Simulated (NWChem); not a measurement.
Program: NWChem. System: C₂Cl₃F, charge 0, spin multiplicity 1, at a geometry optimised with B3LYP/def2-SVP. The structure started from a generated list of species. Level: RHF/def2-SVP.

Job file:

```
start mol
memory heap 200 mb stack 800 mb global 1000 mb
geometry units angstroms nocenter noautoz
  F      1.621582    -1.213368     0.000000
  C      0.865379    -0.127753     0.000000
  Cl     1.757611     1.339650     0.000000
  C     -0.478043    -0.210954     0.000000
  Cl    -1.499046     1.179981     0.000000
  Cl    -1.253756    -1.757716     0.000000
  symmetry group Cs
end
basis spherical
  * library def2-svp
end
scf
  rhf
  nopen 0
  maxiter 100
  thresh 1e-7
  semidirect memsize 60000000 filesize 0
end
task scf energy
```

Output (cleaned and shortened):

```
             Northwest Computational Chemistry Package (NWChem) 7.3.0
             --------------------------------------------------------

                                NWChem Input Module
                                -------------------

 Scaling coordinates for geometry "geometry" by  1.889725989
 (inverse scale =  0.529177249)

 Turning off AUTOSYM since
 SYMMETRY directive was detected!

                             Geometry "geometry" -> ""
                             -------------------------

 Output coordinates in angstroms (scale by  1.889725989 to convert to a.u.)

  No.       Tag          Charge          X              Y              Z
 ---- ---------------- ---------- -------------- -------------- --------------
    1 F                    9.0000     1.62158200    -1.21336800     0.00000000
    2 C                    6.0000     0.86537900    -0.12775300     0.00000000
    3 Cl                  17.0000     1.75761100     1.33965000     0.00000000
    4 C                    6.0000    -0.47804300    -0.21095400     0.00000000
    5 Cl                  17.0000    -1.49904600     1.17998100     0.00000000
    6 Cl                  17.0000    -1.25375600    -1.75771600     0.00000000

 Effective nuclear repulsion energy (a.u.)     416.0487258559

            Nuclear Dipole moment (a.u.)
            ----------------------------
        X                 Y               Z
 ---------------- ---------------- ----------------
     0.0000132281     0.0000018897     0.0000000000

      Symmetry information
      --------------------

 Group name             Cs
 Group number              2
 Group order               2
 No. of unique centers     6

      Symmetry unique atoms

     1    2    3    4    5    6


 Summary of "ao basis" -> "" (spherical)
 ------------------------------------------------------------------------------
       Tag                 Description            Shells   Functions and Types
 ---------------- ------------------------------  ------  ---------------------
 *                          def2-svp                  on all atoms

 Summary of "ao basis" -> "ao basis" (spherical)
 ------------------------------------------------------------------------------
       Tag                 Description            Shells   Functions and Types
 ---------------- ------------------------------  ------  ---------------------
 F                          def2-svp                 6       14   3s2p1d
 C                          def2-svp                 6       14   3s2p1d
 Cl                         def2-svp                 8       18   4s3p1d

                                 NWChem SCF Module
                                 -----------------

  ao basis        = "ao basis"
  functions       =    96
  atoms           =     6
  closed shells   =    36
  open shells     =     0
  charge          =   0.00
  wavefunction    = RHF
  use symmetry    = T
  symmetry adapt  = T

 Summary of "ao basis" -> "ao basis" (spherical)
 ------------------------------------------------------------------------------
       Tag                 Description            Shells   Functions and Types
 ---------------- ------------------------------  ------  ---------------------
 F                          def2-svp                 6       14   3s2p1d
 C                          def2-svp                 6       14   3s2p1d
 Cl                         def2-svp                 8       18   4s3p1d

      Symmetry analysis of basis
      --------------------------

        a'         69
        a"         27

 Forming initial guess at       0.0s

      Superposition of Atomic Density Guess
      -------------------------------------

 Sum of atomic energies:       -1552.51269002

      Non-variational initial energy
      ------------------------------

 Total energy =   -1554.450474
 1-e energy   =   -2975.052196
 2-e energy   =    1004.552996
 HOMO         =      -0.198434
 LUMO         =       0.081469

      Symmetry analysis of molecular orbitals - initial
      -------------------------------------------------

  Numbering of irreducible representations:

     1 a'          2 a"

  Orbital symmetries:

     1 a'          2 a'          3 a'          4 a'          5 a'
     6 a'          7 a'          8 a'          9 a'         10 a'
    11 a'         12 a'         13 a'         14 a"         15 a'
    16 a"         17 a'         18 a"         19 a'         20 a'
    21 a'         22 a'         23 a'         24 a'         25 a'
    26 a"         27 a'         28 a'         29 a'         30 a"
    31 a"         32 a'         33 a"         34 a'         35 a'
    36 a"         37 a'         38 a"         39 a'         40 a'
    41 a'         42 a'         43 a'         44 a'         45 a'
    46 a'

 Starting SCF solution at       0.9s

 ----------------------------------------------
         Quadratically convergent ROHF

 Convergence threshold     :          1.000E-07
 Maximum no. of iterations :          100
 Final Fock-matrix accuracy:          1.000E-09
 ----------------------------------------------

              iter       energy          gnorm     gmax       time
             ----- ------------------- --------- --------- --------
                 1    -1552.9128293331  1.30D+00  3.13D-01      0.9
                 2    -1553.0158649222  3.33D-01  6.07D-02      1.0
                 3    -1553.0281979067  1.17D-02  3.09D-03      1.2
                 4    -1553.0282151234  1.05D-04  2.33D-05      1.5
                 5    -1553.0282151245  2.99D-09  5.47D-10      2.0

       Final RHF  results
       ------------------

         Total SCF energy =  -1553.028215124531
      One-electron energy =  -2974.065520040987
      Two-electron energy =   1004.988579060591
 Nuclear repulsion energy =    416.048725855865

        Time for solution =      1.1s

       Symmetry analysis of molecular orbitals - final
       -----------------------------------------------

  Numbering of irreducible representations:

     1 a'          2 a"

  Orbital symmetries:

     1 a'          2 a'          3 a'          4 a'          5 a'
     6 a'          7 a'          8 a'          9 a'         10 a'
    11 a'         12 a"         13 a'         14 a'         15 a'
    16 a"         17 a'         18 a"         19 a'         20 a'
    21 a'         22 a'         23 a'         24 a'         25 a'
    26 a"         27 a'         28 a'         29 a'         30 a"
    31 a"         32 a'         33 a'         34 a"         35 a'
    36 a"         37 a"         38 a'         39 a'         40 a'
    41 a'         42 a'         43 a'         44 a'         45 a'
    46 a"

             Final eigenvalues
             -----------------

              1
    1 -104.8435
    2 -104.8354
    3 -104.8315
    4  -26.3519
    5  -11.4254
    6  -11.3803
    7  -10.6070
    8  -10.5985
    9  -10.5946
   10   -8.0821
   11   -8.0782
   12   -8.0781
   13   -8.0736
   14   -8.0697
   15   -8.0697
   16   -8.0696
   17   -8.0658
   18   -8.0657
   19   -1.6613
   20   -1.2371
   21   -1.1761
   22   -1.1243
   23   -1.0044
   24   -0.8387
   25   -0.7548
   26   -0.7498
   27   -0.7112
   28   -0.6257
   29   -0.5991
   30   -0.5853
   31   -0.5208
   32   -0.5100
   33   -0.5000
   34   -0.4893
   35   -0.4649
   36   -0.3707
   37    0.1226
   38    0.1764
   39    0.1903
   40    0.2462
   41    0.3800
   42    0.4612
   43    0.4742
   44    0.5622
   45    0.6191
   46    0.6409

                       ROHF Final Molecular Orbital Analysis
                       -------------------------------------

 Vector   34  Occ=2.000000D+00  E=-4.893019D-01  Symmetry=a"
              MO Center= -1.3D+00, -2.0D-01,  6.4D-16, r^2= 3.3D+00
   Bfn.  Coefficient  Atom+Function         Bfn.  Coefficient  Atom+Function
  ----- ------------  ---------------      ----- ------------  ---------------
    73      0.482575  5 Cl pz                91     -0.455422  6 Cl pz
    70      0.350616  5 Cl pz                88     -0.332054  6 Cl pz
    67      0.200857  5 Cl pz                85     -0.190288  6 Cl pz

 Vector   35  Occ=2.000000D+00  E=-4.649026D-01  Symmetry=a'
              MO Center= -9.4D-01, -7.6D-02, -1.0D-15, r^2= 4.5D+00
   Bfn.  Coefficient  Atom+Function         Bfn.  Coefficient  Atom+Function
  ----- ------------  ---------------      ----- ------------  ---------------
    89     -0.353009  6 Cl px                72      0.343363  5 Cl py
    71      0.297729  5 Cl px                90      0.275810  6 Cl py
    69      0.254855  5 Cl py                86     -0.255944  6 Cl px
    68      0.218722  5 Cl px                39      0.204386  3 Cl px
    87      0.204176  6 Cl py                36      0.155819  3 Cl px

 Vector   36  Occ=2.000000D+00  E=-3.707388D-01  Symmetry=a"
              MO Center= -1.4D-02, -4.4D-02,  1.5D-15, r^2= 3.5D+00
   Bfn.  Coefficient  Atom+Function         Bfn.  Coefficient  Atom+Function
  ----- ------------  ---------------      ----- ------------  ---------------
    20      0.348405  2 C  pz                52      0.344305  4 C  pz
    91     -0.327584  6 Cl pz                73     -0.313823  5 Cl pz
    41     -0.306470  3 Cl pz                55      0.255788  4 C  pz
    23      0.221544  2 C  pz                88     -0.198907  6 Cl pz
    38     -0.189085  3 Cl pz                70     -0.188850  5 Cl pz

 Vector   37  Occ=0.000000D+00  E= 1.226244D-01  Symmetry=a"
              MO Center=  2.1D-01, -9.7D-02, -1.8D-14, r^2= 2.7D+00
   Bfn.  Coefficient  Atom+Function         Bfn.  Coefficient  Atom+Function
  ----- ------------  ---------------      ----- ------------  ---------------
    23      0.722856  2 C  pz                55     -0.716125  4 C  pz
    20      0.459243  2 C  pz                52     -0.406530  4 C  pz
    41     -0.258071  3 Cl pz                73      0.241790  5 Cl pz
    91      0.236060  6 Cl pz                 9     -0.198574  1 F  pz
     6      0.156418  1 F  pz

 Vector   38  Occ=0.000000D+00  E= 1.764491D-01  Symmetry=a'
              MO Center=  1.4D-01, -1.9D-01, -2.0D-14, r^2= 4.2D+00
   Bfn.  Coefficient  Atom+Function         Bfn.  Coefficient  Atom+Function
  ----- ------------  ---------------      ----- ------------  ---------------
    49     -0.734511  4 C  s                 17      0.687138  2 C  s
    54      0.635969  4 C  py                90      0.603305  6 Cl py
    82      0.558848  6 Cl s                 40      0.471214  3 Cl py
    39      0.431362  3 Cl px                89      0.428342  6 Cl px
    32     -0.413478  3 Cl s                 22      0.410182  2 C  py

 Vector   39  Occ=0.000000D+00  E= 1.903182D-01  Symmetry=a'
              MO Center= -1.1D+00,  1.5D-01,  3.3D-14, r^2= 2.9D+00
   Bfn.  Coefficient  Atom+Function         Bfn.  Coefficient  Atom+Function
  ----- ------------  ---------------      ----- ------------  ---------------
    49      1.111519  4 C  s                 72      0.805568  5 Cl py
    64     -0.713327  5 Cl s                 53     -0.681585  4 C  px
    90     -0.592804  6 Cl py                71     -0.466505  5 Cl px
    82     -0.449544  6 Cl s                 48      0.437113  4 C  s
    50     -0.336625  4 C  px                32     -0.208264  3 Cl s

 center of mass
 --------------
 x =   0.00836627 y =  -0.00604645 z =   0.00000000

 moments of inertia (a.u.)
 ------------------
         886.280519859634        -214.441921940193           0.000000000000
        -214.441921940193        1082.946640478247           0.000000000000
           0.000000000000           0.000000000000        1969.227160337880

  Mulliken analysis of the total density
  --------------------------------------

    Atom       Charge   Shell Charges
 -----------   ------   -------------------------------------------------------
    1 F    9     9.27   1.99  1.13  0.80  3.33  2.00  0.01
    2 C    6     5.54   1.99  0.90  0.11  1.90  0.54  0.11
    3 Cl  17    17.08   2.00  1.99  1.22  0.75  5.94  2.10  3.04  0.04
    4 C    6     5.99   1.99  0.92  0.17  1.96  0.89  0.07
    5 Cl  17    17.06   2.00  1.99  1.22  0.75  5.94  2.09  3.03  0.04
    6 Cl  17    17.06   2.00  1.99  1.22  0.75  5.94  2.09  3.02  0.04

       Multipole analysis of the density wrt the origin
       ------------------------------------------------

     L   x y z        total         open         nuclear
     -   - - -        -----         ----         -------
     0   0 0 0     -0.000000      0.000000     72.000000

     1   1 0 0     -0.008560      0.000000      0.000013
     1   0 1 0      0.249933      0.000000      0.000002
     1   0 0 1      0.000000      0.000000      0.000000

     2   2 0 0    -40.164995      0.000000    524.840250
     2   1 1 0      1.062190      0.000000    105.899203
     2   1 0 1      0.000000      0.000000      0.000000
     2   0 2 0    -39.473165      0.000000    429.660458
     2   0 1 1      0.000000      0.000000      0.000000
     2   0 0 2    -39.700720      0.000000      0.000000

 Task  times  cpu:        2.0s     wall:        2.0s

 Total times  cpu:        2.0s     wall:        2.0s
```
